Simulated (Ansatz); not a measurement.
`CB[SiH3]` + `N[SiH3]` → `CBN[SiH3]` + SiH₄ at 600 K and 1 bar (cleavage of the B–Si bond).

Isolated molecules relaxed with PBE0-D4/def2-TZVP in Ansatz; ΔE leaves out vibrations. CBS: MP2 limit from def2 TZ/QZ plus the TZ coupled-cluster correction, frozen cores. This one scheme is used for every species. One conformer a species, not always the lowest.

```json
{"species": "`CB[SiH3]`", "CCSD(T)/CBS energy (Eh)": "-356.10570", "H − E (kJ/mol)": "243.9", "S (J/(mol·K))": "396.6"}
{"species": "`N[SiH3]`", "CCSD(T)/CBS energy (Eh)": "-346.80422", "H − E (kJ/mol)": "170.6", "S (J/(mol·K))": "320.8"}
{"species": "`CBN[SiH3]`", "CCSD(T)/CBS energy (Eh)": "-411.50704", "H − E (kJ/mol)": "302.9", "S (J/(mol·K))": "425.3"}
{"species": "SiH₄", "CCSD(T)/CBS energy (Eh)": "-291.46306", "H − E (kJ/mol)": "108.7", "S (J/(mol·K))": "242.3"}
```

H − E and S are ideal-gas, rigid-rotor, harmonic terms from PBE0-D4/def2-TZVP, for one conformer and one mirror image of each species. 1 Eh = 2625.50 kJ/mol, R = 8.31446 J/(mol·K).

Problem. By hand: ΔE, ΔH, ΔS and ΔG.

Solution. ΔE = (-411.50704) + (-291.46306) − (-356.10570) − (-346.80422) = -0.06018 Eh = -158.0 kJ/mol. Δ(H − E) = 302.9 + 108.7 − 243.9 − 170.6 = -2.9, so ΔH = -160.9 kJ/mol. ΔS = 425.3 + 242.3 − 396.6 − 320.8 = -49.8 J/(mol·K). ΔG = -160.9 − 600 × (-49.8)/1000 = -131.0 kJ/mol.

Problem. By hand: the equilibrium constant, and the temperature at which ΔG would vanish if ΔH and ΔS stayed fixed.

Solution. log₁₀ K = −ΔG/(RT ln 10) = 11.4. ΔG = 0 at ΔH/ΔS = 3231 K, far beyond where these terms or the molecules hold.

ΔH outweighs TΔS. A doubt of 5 kJ/mol in ΔE shifts log₁₀ K by 0.4 here. Other conformers and mirror images would add mixing entropy, several J/(mol·K) or more a flexible species. Modes under 60 cm⁻¹, often nearly free rotors, make the harmonic entropy too high. These are equilibria of isolated gas molecules and say nothing of rates. Largest T1 diagnostic: 0.012 (customary marks: 0.02 for closed shells, 0.045 for open ones).
